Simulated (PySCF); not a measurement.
Job file and geometry (Å, from GFN2-xTB) of an NMR shielding run on `C[C@@H]1CCP1c1ccoc1`, C$_{8}$H$_{11}$OP, PySCF, GIAO PBE0/pcSseg-1 NMR shielding, non-relativistic, gas phase; density fitting, a coarse starting grid and PySCF grid level 2 are the driver's defaults:

```
$ OMP_NUM_THREADS=1 python probes_run.py task.json out

{"job": {"kind": "nmr", "xc": "PBE0", "basis": "pcSseg-1"}, "charge": 0, "multiplicity": 1}
C     -1.732057    -1.256013     0.007922
C     -1.588361     0.147480     0.556956
C     -1.391487     1.291512    -0.447794
C     -0.471040     2.132895     0.442533
P     -0.007971     0.645685     1.490272
C      1.213776    -0.126883     0.387662
C      1.687219    -1.463804     0.547759
C      2.628383    -1.650272    -0.411252
O      2.787349    -0.534146    -1.143295
C      1.935815     0.382160    -0.654982
H     -0.905085    -1.499146    -0.656235
H     -1.747743    -1.983178     0.817678
H     -2.661721    -1.344287    -0.553494
H     -2.427410     0.372224     1.224462
H     -0.858555     0.933944    -1.329053
H     -2.306999     1.787622    -0.774809
H      0.340499     2.666218    -0.046646
H     -1.033345     2.837314     1.057755
H      1.352908    -2.171953     1.278353
H      3.236376    -2.495115    -0.668053
H      1.940529     1.344686    -1.126209
```

**Question.** Write the output of this run.

**Answer.** 
```
coarse grid: 18224 points
cycle   1  E = -727.2231727167  dE =  1.717e+00  |g| = 5.280e-01  |ddm| = 4.351e+00
cycle   2  E = -727.1939379545  dE =  2.923e-02  |g| = 6.500e-01  |ddm| = 9.998e-01
cycle   3  E = -727.2889717136  dE = -9.503e-02  |g| = 7.411e-02  |ddm| = 5.878e-01
cycle   4  E = -727.2900303945  dE = -1.059e-03  |g| = 2.971e-02  |ddm| = 9.865e-02
cycle   5  E = -727.2902277314  dE = -1.973e-04  |g| = 7.680e-03  |ddm| = 3.146e-02
cycle   6  E = -727.2902377905  dE = -1.006e-05  |g| = 4.758e-03  |ddm| = 1.219e-02
cycle   7  E = -727.2902427728  dE = -4.982e-06  |g| = 9.633e-04  |ddm| = 4.814e-03
final grid: 171896 points
cycle   8  E = -727.3621204724  dE = -4.570e-05  |g| = 1.402e-02  |ddm| = 4.466e-02
cycle   9  E = -727.3620577038  dE =  6.277e-05  |g| = 2.260e-02  |ddm| = 2.660e-02
cycle  10  E = -727.3621601790  dE = -1.025e-04  |g| = 2.965e-03  |ddm| = 1.797e-02
cycle  11  E = -727.3621622257  dE = -2.047e-06  |g| = 4.397e-04  |ddm| = 2.920e-03
cycle  12  E = -727.3621622691  dE = -4.347e-08  |g| = 1.915e-04  |ddm| = 7.770e-04
cycle  13  E = -727.3621622783  dE = -9.160e-09  |g| = 4.042e-05  |ddm| = 2.388e-04
cycle  14  E = -727.3621622787  dE = -3.843e-10  |g| = 1.104e-05  |ddm| = 6.903e-05
converged SCF energy = -727.3621622787

GIAO shielding tensors (ppm)
atom      isotropic    diamagn.    paramagn.     s11        s22        s33       span
  0 C      166.963     246.155     -79.192    154.440    160.058    186.390     31.950
  1 C      153.709     253.587     -99.878    135.184    158.944    167.000     31.816
  2 C      151.815     250.343     -98.528    124.426    149.135    181.885     57.459
  3 C      169.993     255.906     -85.913    153.809    177.379    178.792     24.984
  4 P      322.992     965.240    -642.249    218.914    347.930    402.131    183.217
  5 C       61.548     261.601    -200.053    -15.786     41.608    158.823    174.609
  6 C       63.725     250.422    -186.697    -29.003     65.922    154.255    183.259
  7 C       37.895     254.453    -216.558    -41.024     47.944    106.766    147.791
  8 O       26.176     398.040    -371.864   -122.770    -54.022    255.320    378.090
  9 C       39.933     255.187    -215.255    -36.558     50.142    106.213    142.772
 10 H       30.940      30.909       0.030     25.722     32.165     34.932      9.210
 11 H       30.819      29.965       0.853     26.827     27.620     38.009     11.182
 12 H       30.684      29.056       1.628     25.925     27.882     38.245     12.320
 13 H       29.222      32.851      -3.629     25.377     28.900     33.389      8.012
 14 H       28.934      32.604      -3.671     25.982     28.386     32.433      6.451
 15 H       29.109      31.172      -2.063     24.371     26.492     36.465     12.094
 16 H       30.023      32.415      -2.392     24.552     29.087     36.429     11.876
 17 H       29.533      31.611      -2.078     26.203     26.872     35.524      9.322
 18 H       25.042      31.701      -6.658     22.717     24.318     28.091      5.374
 19 H       24.039      29.278      -5.239     21.141     24.916     26.059      4.918
 20 H       24.154      33.085      -8.931     20.097     24.202     28.163      8.066
```

Size and cost of the density-fitted run: 232 basis functions, 54 s wall time on 1 thread of an Arm Neoverse V2, shared host.
